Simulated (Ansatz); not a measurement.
## Pulling the pair apart

The pair of Li⁺ (SMILES [Li+], atom 1) and H2S (SMILES S, atoms 2–4), both closed shells, in one local arrangement (a lower one may exist), relaxed at PBE0-D4/def2-TZVP:

Li1  (-1.299, 1.444, 0.376)
S2  (0.229, -0.401, 0.449)
H3  (1.274, 0.098, -0.237)
H4  (-0.205, -1.141, -0.588)
(Å)

H2S is shifted rigidly along the line between the mean atom positions of the two fragments (negative: closer). Counterpoise interaction energies in kJ/mol. Computed with Ansatz 0.2.0 (basis: def2-TZVPPD); correlated methods freeze the cores. The outer core shell of Li, Na, Mg and K is correlated. B3LYP uses VWN-RPA correlation.

| shift (Å) | MP2 | B3LYP-D4 | wB97M-V |
| --- | --- | --- | --- |
| -0.24 | -78.7 | -90.5 | -85.5 |
| -0.12 | -89.2 | -99.9 | -95.1 |
| 0.00 | -93.0 | -102.8 | -98.3 |
| 0.12 | -92.4 | -101.5 | -97.3 |
| 0.29 | -87.4 | -95.9 | -91.7 |
| 0.60 | -72.6 | -84.4 | -76.2 |
| 1.20 | -45.7 | -55.4 | -47.7 |
| 2.40 | -18.6 | -21.3 | -18.9 |

What does CCSD(T) give at these shifts? (An estimate is asked for; the value comes from the calculation.)

Computed: -78.4, -88.9, -92.6, -92.0, -86.8, -72.0, -45.0, -18.2 kJ/mol. For zero shift, CCSD(T) at an estimated basis limit (MP2 extrapolated from triple and quadruple zeta, plus CCSD(T) − MP2 in triple zeta) gives -96.0 kJ/mol. These are counterpoise interaction energies, counted from the two frozen fragments.

The T1 diagnostic stays at or below 0.010.

For scale, one of the runs: CCSD(T)/def2-TZVPPD, 107 basis functions, launched by `ansatz run in.yaml --threads 2 --pin off --events-out ev --progress --plain --max-ram 5222MiB`. The run took about 1.2 s on 2 CPU threads of an Intel Xeon 6975P-C (shared host).
